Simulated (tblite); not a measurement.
`CO[SiH2]c1ccc(OC)s1`. The geometry is computed with GFN2-xTB (gas phase).

```
atom  x, y, z in Å
C1    -3.8281   -0.3149   -0.6973
O2    -3.1806    0.8119   -0.1910
Si3   -1.9151    0.9341    0.8131
C4    -0.3251    0.3299    0.0220
C5    -0.0772   -0.0770   -1.2555
C6     1.2650   -0.4128   -1.5226
C7     2.0623   -0.2520   -0.4276
O8     3.3849   -0.4922   -0.3885
C9     4.0445   -0.2171    0.8241
S10    1.1549    0.3104    0.9456
H11   -3.1286   -0.9841   -1.2035
H12   -4.5814    0.0238   -1.4102
H13   -4.3194   -0.8685    0.1068
H14   -2.1070    0.1688    2.0518
H15   -1.9204    2.3783    0.9995
H16   -0.8504   -0.1263   -2.0024
H17    1.6359   -0.7525   -2.4715
H18    3.6494   -0.8354    1.6368
H19    3.9376    0.8371    1.1002
H20    5.0939   -0.4508    0.6574
```

Q: Which two atoms are farthest apart?

A: H12···H20, 9.91 Å; the next longest distance is 9.44 Å.

Q: Work out the bond lengths C1–O2, Si3–C4, C6–C7, C9–H19, C9–H20 in Å.

A: For C1–O2 the difference vector is (0.6475, 1.1268, 0.5063) Å, of length 1.3947 Å. C1–O2 1.395; Si3–C4 1.876; C6–C7 1.364; C9–H19 1.095; C9–H20 1.088 Å.

Q: Where is the centre of mass (commonest isotopes), and what is the radius of gyration?

A: Mass 174.017 u; centre at (0.125, 0.168, 0.037) Å; Rg = √(Σ m r²/M) = 2.666 Å. As Ia + Ib + Ic = 2 Σ m r², the three principal moments sum to 2473.3 u·Å².

Q: How far apart are these pairs, which share no bond: Si3···O8, C5···C9, C7···H16, O8···H13, H15···H20?

A: Si3···O8 5.619 Å (4 bonds apart); C5···C9 4.619 Å (4 bonds apart); C7···H16 3.314 Å (3 bonds apart); O8···H13 7.729 Å (7 bonds apart); H15···H20 7.571 Å (7 bonds apart).

Q: How far are the heavy atoms from their best plane (unweighted least squares)?

A: 0.257 Å rms; C1 0.62, O2 0.30, Si3 0.18, C4 0.10, C5 0.23, C6 0.17, C7 0.01, O8 0.08, C9 0.20, S10 0.09 Å (magnitudes).

Q: What are the angles O2–C1–H13, C1–O2–Si3, C4–Si3–H15, Si3–C4–S10, C6–C5–H16, C7–C6–H17, H18–C9–H20, O8–C9–H20?

A: From the scalar product of the two bond vectors; for O2–C1–H13 it is -0.5348 Å² over 1.3947 × 1.0929 Å², cos θ = -0.3508. O2–C1–H13 110.5°; C1–O2–Si3 130.4°; C4–Si3–H15 112.1°; Si3–C4–S10 120.0°; C6–C5–H16 122.8°; C7–C6–H17 123.0°; H18–C9–H20 109.9°; O8–C9–H20 106.1°.

Q: Give the dihedral angles H14–Si3–C4–S10, C1–O2–Si3–H15, H11–C1–O2–Si3.

A: H14–Si3–C4–S10 -54° (synclinal); C1–O2–Si3–H15 -174° (antiperiplanar); H11–C1–O2–Si3 -55° (synclinal). Dihedral signs follow IUPAC: positive where, seen along the central bond, the front bond turns clockwise onto the rear one.

Its GFN2-xTB frequencies are all real (lowest 22 cm⁻¹). The numbers are those of one conformer.

The run took 1.3 s wall on Arm Neoverse V1, one thread, shared host with 32 logical CPUs at a one-minute load of 8.9. That covers the optimisation of the geometry.
